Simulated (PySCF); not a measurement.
Al(F)(Me)(NH2) (CH5AlFN), SMILES [CH3][Al]([F])[NH2].

Coordinates come from a B3LYP-D3(BJ)/def2-SVP optimisation. One conformer was computed; it need not be the lowest.

These are C-PCM-ωB97X/def2-SVP in PySCF values and carry that method's errors.

The values are the electrostatic part of the solvation free energy, E(continuum) − E(gas) at the gas-phase geometry, in a cavity of scaled van der Waals radii (PySCF's table); cavitation and dispersion terms are not included. A continuum can't describe solvent molecules that bind to the metal. In vacuum the orbital gap is 12.08 eV. The dipole moment in vacuum is 2.27 D.

**Question.** Estimate the values in water (ε = 78.36), n-hexane (ε = 1.88), N,N-dimethylformamide (ε = 37.22). (An estimate is asked for; the answer gives what the named calculation found.)

**Answer.** 
```tsv
solvent	ε	ΔG(elec) (kcal/mol)	dipole (D)	gap (eV)
water	78.36	-6.0	2.60	12.12
n-hexane	1.88	-2.8	2.41	12.11
N,N-dimethylformamide	37.22	-5.9	2.59	12.12
```
